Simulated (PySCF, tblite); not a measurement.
Isomers of C5H6F2OSi. All values are computed: GFN2-xTB (tblite) harmonic vibrations without scaling, gas phase. The method is semi-empirical: single wavenumbers can be off by several per cent or more. Modes of hydrogen on silicon can be 10 to 20 % off. One conformer each.

Electronic energies: PBE0/pcSseg-1 single points on the GFN2-xTB geometries (PySCF, gas phase).

```csv
SMILES,"electronic energy, lowest = 0 (kcal/mol)"
FC(F)OC1=C[SiH2]C=C1,4.0
FC(F)c1ccc([SiH3])o1,0.0
O=C1[SiH2]C[C@@]2(F)C[C@@]12F,15.9
FC(F)OC1=CC=C[SiH2]1,9.5
```

Task: How do GFN2-xTB zero-point energies change the relative energies?

Result: 
| SMILES | ZPE (kcal/mol) | of it from modes above 1550 cm⁻¹ | electronic (kcal/mol) | with ZPE, lowest = 0 (kcal/mol) | lowest mode (cm⁻¹) | rings |
| --- | --- | --- | --- | --- | --- | --- |
| FC(F)c1ccc([SiH3])o1 | 58.8 | 25.3 | 0.0 | 0.0 | 28 | 1 |
| FC(F)OC1=C[SiH2]C=C1 | 59.9 | 28.5 | 4.0 | 5.1 | 54 | 1 |
| FC(F)OC1=CC=C[SiH2]1 | 59.9 | 26.2 | 9.5 | 10.6 | 55 | 1 |
| O=C1[SiH2]C[C@@]2(F)C[C@@]12F | 60.3 | 26.5 | 15.9 | 17.4 | 78 | 2 |

The zero-point energies span 1.5 kcal/mol, from `FC(F)c1ccc([SiH3])o1` to `O=C1[SiH2]C[C@@]2(F)C[C@@]12F`. The order is unchanged.

Task: And how do the electronic energies of GFN2-xTB itself compare?

Result: `FC(F)c1ccc([SiH3])o1` 0.0; `FC(F)OC1=C[SiH2]C=C1` 25.1; `FC(F)OC1=CC=C[SiH2]1` 26.6; `O=C1[SiH2]C[C@@]2(F)C[C@@]12F` 27.8 kcal/mol, lowest = 0. Against the energies above, taken from the same isomer `FC(F)c1ccc([SiH3])o1`, the largest difference is 21.1 kcal/mol.

Task: What do entropy and thermal enthalpy add at 298.15 K and 1 bar (rigid rotor, harmonic oscillator, one conformer each)?

Result: 
```csv
SMILES,point group,symmetry number,S (cal/(mol K)),H − H(0) (kcal/mol),ZPE + H − H(0) − TS (kcal/mol)
FC(F)c1ccc([SiH3])o1,Cs,1,100.1,6.68,35.7
FC(F)OC1=C[SiH2]C=C1,C1,1,95.2,6.38,37.9
FC(F)OC1=CC=C[SiH2]1,C1,1,95.6,6.44,37.9
O=C1[SiH2]C[C@@]2(F)C[C@@]12F,C1,1,91.5,6.20,39.2
```
